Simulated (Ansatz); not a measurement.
Species: sum formula SiNHF3, net charge 0, doublet state. It need not be the lowest isomer of its formula. 
Geometry from a B3LYP-D3(BJ)/def2-TZVP (Ansatz, a program for electronic structure) optimisation:
SMILES: [NH][Si](F)(F)F
```xyz
6

Si     0.0157    -0.0001     0.0110
F     -0.2161    -1.0721    -1.1253
F     -0.6697    -0.5341     1.3224
F     -0.7062     1.3436    -0.3979
N      1.6976     0.2520     0.3070
H      2.2265     0.6008    -0.4951
```
Charge 0, spin multiplicity 2.

Total electronic energies in hartree. Cores are frozen in the correlated levels unless marked. Open shells are spin-unrestricted. No spin-orbit coupling. Non-relativistic. Basis-set limits of correlation are two-point, X^-3; Hartree-Fock from the larger set (for Q and 5 zeta extrapolated as (X+1)exp(-9√X)).

```csv
level,program,energy (Eh)
HF/cc-pV(5+d)Z,Ansatz,-642.68680
PBE0/6-31G*,Ansatz,-644.02618
wB97X-V/def2-TZVPD,Ansatz,-644.54556
SCS-MP2/cc-pV(T+d)Z,Ansatz,-643.64107
CCSD/STO-3G,Ansatz,-634.20283
CCSD/cc-pV(Q+d)Z,Ansatz,-643.80581
CCSD(T)/cc-pV(D+d)Z,Ansatz,-643.28475
CCSD(T)/cc-pV(T+d)Z,Ansatz,-643.71180
"CCSD(T)/CBS(cc-pV(Q+d)Z,cc-pV(5+d)Z)",Ansatz,-643.9227
```

Totals of different functionals don't rank their quality; only differences between species are comparable.
